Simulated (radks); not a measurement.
Results of a calculation; reference values are marked as such.
The beryllium ion Be+ inside a hard spherical wall (all orbitals vanish at R), configuration held at [He] 2s1 and not refilled when levels cross. Code: a radial shooting solver on a logarithmic mesh with Libxc functionals. Model: scalar-relativistic Kohn-Sham, PBE, spin-polarised, spherical densities, finite nucleus; open shells are filled with parallel spins first; Fermi nuclear charge, rms radius 2.519 fm. Eigenvalues in eV for spin up, with the zero of energy where the potential of the charges vanishes at infinity; a dash marks a level that is unbound or too diffuse for the functional's potential to be trusted. A positive occupied level is held by the wall or, in an anion where self-interaction has pushed it up, behind a barrier. The pressure on the wall is -dE/dV.

R (bohr)  E (hartree)  kinetic (hartree)    e(1s)    e(2s)  e(2p, empty)  e(3s, empty)  pressure (GPa)
free        -14.30219             14.257  -117.82  -14.474       -10.445             -               0
12          -14.30219             14.257  -117.82  -14.474       -10.445        -3.804        < 0.0001
10          -14.30218             14.257  -117.82  -14.474       -10.445        -3.560        0.000101
8           -14.30210             14.258  -117.81  -14.468       -10.431        -2.588         0.00570
7           -14.30169             14.262  -117.78  -14.442       -10.387        -1.271          0.0407
3.5         -14.18201             14.759  -114.87  -10.240        -5.959        33.743            34.1
2           -13.00362             17.612  -105.79   24.674        19.633        175.22            1360
1.5         -10.85740             21.892  -96.402   84.620        56.233        361.63            7700
